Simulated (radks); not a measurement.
Problem. Successive ionisation energies (eV) of one element, from differences of total energies of ions in their ground configurations, starting at charge 23: 772.05, 826.25, 867.40, 908.92, 950.76, 992.87, 1182.1, 1224.4, 1265.6, 1324.6, 1368.2, 1410.7, 1563.3, 1613.8, 2769.1, 2873.0, 2977.7, 3083.1, 3189.1, 3338.3, 3450.0, 3562.6. All-electron calculation, scalar-relativistic Kohn-Sham, r2SCAN, spin-polarised, spherical densities, finite nucleus; open shells are filled with parallel spins first (spin-orbit coupling, left out, can overturn this in heavy ions); meta-GGA in the generalised Kohn-Sham scheme; Fermi nuclear charge, rms radius 5.06 fm. Program: a radial shooting solver on a logarithmic mesh with Libxc functionals. Which element is it?

Solution. Terbium (Z = 65). The first species listed is Tb23+ in [Kr] 4d6, the last Tb44+ in [Ar] 3d3.
